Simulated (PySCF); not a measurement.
B3LYP has the VWN-RPA correlation part, as in Gaussian. 

Cartesian coordinates (Å):
SMILES: N(C=O)C
```xyz
9

C     -1.1226    -0.0035     0.0556
N      0.2490    -0.4538     0.1916
C      1.3167     0.2879    -0.1926
O      1.2657     1.3941    -0.6868
H     -1.6933    -0.6722    -0.5918
H     -1.1026     0.9878    -0.3901
H     -1.6153     0.0546     1.0282
H      0.4306    -1.3598     0.5895
H      2.2717    -0.2351    -0.0036
```
Charge 0, multiplicity 1.

Question: What is the computed HOMO–LUMO gap, HOMO, dipole moment, LUMO and total energy (B3LYP-D3(BJ)/def2-TZVP run with PySCF)?

Answer: 
```
Property              Value
-------------  ------------
HOMO–LUMO gap       7.63 eV
HOMO               -7.23 eV
dipole moment        3.99 D
LUMO                0.41 eV
total energy   -209.3025 Ha
```
